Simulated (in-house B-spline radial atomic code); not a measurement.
Configurations of Si, with energies counted from [Ne] 3s2 3p2. Level of theory: scalar-relativistic (X2C) TPSSh, spin-polarised, spherical fractional occupations, exact exchange averaged over the configuration, Fermi nucleus of rms radius 3.1224 fm; calculated with a B-spline radial code for spherical atoms. Shells without spins written out take the highest spin.

Occupations are held fixed; configurations that lie above the ionisation limit could autoionise.

```
           configuration  E - E(ref) (eV)  highest orbital  its <r> (bohr)
        [Ne] 3s2 3p1 3d1           6.4055            3d up           7.885
        [Ne] 3s1 3p2 4s1           10.033            4s up           6.506
[He] 2s2 2p5 3s2 3p2 3d1           106.97            3d up           6.705
```

Task: Order these further configurations by energy, lowest first.
A. [Ne] 3s2 3p1 4f1
B. [He] 2s2 2p5 3s2 3p3
C. [He] 2s2 2p5 3s2 3p2 4f1
D. [He] 2s2 2p5 3s2 3p2 4s1

Result: A (7.3626 eV), B (98.474 eV), D (105.69 eV), C (108.15 eV).
